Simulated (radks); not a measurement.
The krypton ion Kr+ inside a hard spherical wall (all orbitals vanish at R), configuration held at [Ar] 3d10 4s2 4p5 and not refilled when levels cross. Method: non-relativistic Kohn-Sham, LDA (Slater exchange, Perdew-Wang correlation), spin-unpolarised, spherical densities, point nucleus; computed with a radial shooting solver on a logarithmic mesh with Libxc functionals. Eigenvalues in eV, with the zero of energy where the potential of the charges vanishes at infinity; a dash marks a level that is unbound or too diffuse for the functional's potential to be trusted. A positive occupied level is held by the wall or, in an anion where self-interaction has pushed it up, behind a barrier. The pressure on the wall is -dE/dV.

R (bohr),E (hartree),kinetic (hartree),e(3p),e(3d),e(4s),e(4p),"e(5s, empty)","e(4d, empty)",pressure (GPa)
free,-2749.60210,2747.308,-204.70,-95.505,-33.183,-19.700,-5.686,-3.831,0
20,-2749.60210,2747.308,-204.70,-95.505,-33.183,-19.700,-5.686,-3.831,< 0.0001
15,-2749.60210,2747.308,-204.70,-95.505,-33.183,-19.700,-5.686,-3.830,< 0.0001
12,-2749.60210,2747.308,-204.70,-95.505,-33.183,-19.700,-5.679,-3.823,< 0.0001
10,-2749.60210,2747.308,-204.70,-95.505,-33.183,-19.700,-5.634,-3.790,< 0.0001
8,-2749.60208,2747.308,-204.70,-95.503,-33.181,-19.699,-5.355,-3.641,0.00177
7,-2749.60191,2747.310,-204.69,-95.492,-33.173,-19.690,-4.866,-3.420,0.0205
6,-2749.60040,2747.327,-204.62,-95.421,-33.118,-19.633,-3.633,-2.911,0.236
3.5,-2749.28925,2749.254,-199.53,-90.367,-29.317,-15.234,20.839,6.487,124
3,-2748.71324,2752.016,-194.12,-85.013,-24.807,-9.834,42.899,14.947,487
2.5,-2747.00811,2758.858,-183.78,-74.797,-14.310,2.610,88.289,32.413,2130
